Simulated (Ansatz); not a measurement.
`Cl[SiH2][SeH]` + F• → `Cl[SiH][SeH]`• + H–F  (hydrogen abstraction from the Si–H bond)

Calculated with Ansatz (gas phase, PBE0-D4/def2-TZVP geometries, no zero-point term in ΔE). CBS: MP2 limit from def2 TZ/QZ plus the TZ coupled-cluster correction, frozen cores. This one scheme is used for every species, atoms too. Functionals use def2-TZVPP. B3LYP here is the variant with VWN-RPA as its local correlation; programs differ in this. HSE06 is defined as in plane-wave codes. No spin–orbit coupling; open shells (•) take unrestricted orbitals. Spin–orbit coupling would lower the free atoms: a little for F. Bonds to Se are less sure, by a few kJ/mol each and by 10 to 20 or more in all where they break to atoms, as the def2 sets lack core-valence functions. Scalar relativity is left out up to krypton. One conformer a species, not always the lowest.

```tsv
level	ΔE (eV)	difference from CCSD(T)/CBS
LDA (SPW92)	-2.90	-0.80
revPBE-D4	-2.28	-0.18
BLYP-D4	-2.29	-0.19
r2SCAN-D4	-2.17	-0.07
B97M-V	-2.01	0.09
B3LYP-D4	-2.10	0.00
r2SCANh-D4	-2.09	0.01
r2SCAN0-D4	-1.96	0.14
HSE06-D4	-2.12	-0.02
BHLYP-D4	-1.71	0.39
CAM-B3LYP-D4	-2.06	0.04
ωB97X-V	-1.94	0.16
ωB97M-V	-1.98	0.12
B2PLYP	-2.07	0.03
PBE-QIDH	-2.00	0.10
PBE	-2.42	-0.32
revPBE	-2.31	-0.21
BLYP	-2.31	-0.21
r2SCAN	-2.17	-0.07
B3LYP	-2.11	-0.01
r2SCANh	-2.09	0.01
r2SCAN0	-1.97	0.13
HSE06	-2.12	-0.02
CAM-B3LYP	-2.07	0.03
LC-ωPBE	-2.10	0.00
RPA@PBE/def2-TZVPP	-1.66	0.44
HF/def2-SVP	-0.86	1.24
MP2/def2-SVP	-1.97	0.13
CCSD/def2-SVP	-1.70	0.40
CCSD(T)/def2-SVP	-1.74	0.36
HF/def2-TZVPP	-0.96	1.14
MP2/def2-TZVPP	-2.25	-0.15
SCS-MP2/def2-TZVPP	-2.02	0.08
CCSD/def2-TZVPP	-1.90	0.20
CCSD(T)/def2-TZVPP	-1.98	0.12
HF/def2-QZVPP	-0.97	1.13
MP2/def2-QZVPP	-2.32	-0.22
SCS-MP2/def2-QZVPP	-2.09	0.01
HF/CBS(def2)	-0.98	1.12
MP2/CBS(def2)	-2.37	-0.27
CCSD(T)/CBS	-2.10	0
```

Largest T1 diagnostic among the species: 0.012.

From PBE to PBE0 (25 % exact exchange), in def2-TZVPP and without D4, ΔE moves by +0.31 eV. Leaving LDA and LC-ωPBE aside and taking each functional with its dispersion term where it has one, the values, not all of them listed here, spread over 0.71 eV, from PBE-D4 to BHLYP-D4. LDA lies −0.48 eV from PBE without D4.

CCSD(T)/CBS has its own doubt, a few kJ/mol and more with outer-core shells, so smaller differences from it don't rank the levels.
